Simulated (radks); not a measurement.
Task: Radial electron density D(r) = 4 pi r^2 rho(r) of an atom or ion with 47 electrons. Method: Dirac Kohn-Sham, PBEsol, spin-unpolarised, spherical densities, finite nucleus; Fermi nuclear charge, rms radius of each element as measured or else 0.836 A^(1/3) + 0.57 fm; computed with a radial shooting solver on a logarithmic mesh with Libxc functionals.

r (bohr),D(r) (e/bohr)
0.002278,6.875
0.00263,8.664
0.003038,10.86
0.00348,13.36
0.004019,16.52
0.004605,20.03
0.005318,24.34
0.006093,28.95
0.007037,34.37
0.008126,40.20
0.00931,45.92
0.01075,51.89
0.01232,57.11
0.01423,61.77
0.0163,64.94
0.01882,66.65
0.02174,66.52
0.02491,64.87
0.02876,62.10
0.03295,59.44
0.03806,57.82
0.0436,58.53
0.05036,62.30
0.05816,68.80
0.06663,76.01
0.07695,82.27
0.08816,84.54
0.1018,81.65
0.1166,74.65
0.1347,65.82
0.1556,59.79
0.1782,59.37
0.2058,63.88
0.2358,68.86
0.2724,69.32
0.312,62.28
0.3604,48.49
0.4162,33.85
0.4768,24.56
0.5507,21.58
0.6309,22.99
0.7286,24.61
0.8347,23.45
0.964,19.22
1.113,13.73
1.276,9.113
1.473,5.642
1.688,3.579
1.949,2.197
2.233,1.310
2.579,0.6636
2.978,0.2770
3.412,0.09731
3.941,0.02425
4.515,0.004782
5.214,0.0005880

What is the nuclear charge?

Result: Z = 51. The innermost maximum, from 1s, lies near gamma/Z bohr with gamma = sqrt(1 - (Z/c)^2) = 0.928, here 0.0182 bohr (found: 0.0201), and its height grows with Z. The density is that of the antimony ion Sb4+ in [Kr] 4d9 5s2; the configuration itself is not fixed sharply by these data, and Z only to a few units. D(r) has 4 maxima, at r = 0.0201, 0.0882, 0.255, 0.740 bohr, and minima at 0.0393, 0.169, 0.551 bohr, inside which lie 2.03, 11.21, 29.01 electrons.
